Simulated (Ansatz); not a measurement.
System: CBF2O, net charge 0, doublet state. It need not be the lowest isomer of its formula. 
Structure (B3LYP-D3(BJ)/def2-TZVP (Ansatz, an electronic-structure program) minimum search):
SMILES: O=[C]B(F)F
```xyz
5

O     -2.0990     0.3341     0.3707
C     -0.9725     0.1548     0.1717
B      0.4853    -0.0773    -0.0857
F      1.2261     0.9057    -0.5875
F      1.0184    -1.2630     0.1912
```
Charge 0, spin multiplicity 2.

Basis-set convergence of Hartree-Fock and CCSD correlation energies (hartree) with Ansatz. Cores are frozen in the correlated levels unless marked. Open shells are spin-unrestricted. No spin-orbit coupling. No relativistic terms.

| basis | functions | E(HF) | E(corr, CCSD) |
|---|---|---|---|
| cc-pVDZ | 70 | -336.39221 | -0.74749 |
| cc-pVTZ | 150 | [?] | [?] |

### Question
Fill in the missing entries.

### Answer

- cc-pVTZ, E(HF): -336.50756
- cc-pVTZ, E(corr, CCSD): -0.95038
